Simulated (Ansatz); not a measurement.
Mulliken charges of ClGeH₅Si (`Cl[SiH2][GeH3]`) from PBE/def2-TZVPP in Ansatz (PBE0-D4/def2-TZVP geometry).

```csv
atom,x (Å),y (Å),z (Å),charge (e)
Cl1,-2.290,1.217,-0.311,-0.221
Si2,-0.414,0.603,-0.907,0.270
Ge3,0.581,-0.662,0.843,0.035
H4,-0.574,-0.206,-2.141,-0.043
H5,0.381,1.816,-1.222,-0.043
H6,0.711,0.202,2.106,0.003
H7,1.982,-1.135,0.416,-0.004
H8,-0.285,-1.890,1.160,0.003
```

Problem. By hand: the dipole of these point charges (1 e Å = 4.8032 D).

Solution. Σ q r = (0.416, -0.199, 0.006) e Å, of length 0.461 e Å = 2.21 D.

Problem. How does the dipole of the full density compare? (An estimate is asked.)

Solution. Ansatz gave: (0.224, -0.088, -0.039) e Å, 1.17 D; the point charges give 1.89 times that, at 11° from its direction.

Point charges leave out the atoms' own dipoles, such as those of lone pairs, and Mulliken's split depends on the basis, so the two needn't agree.
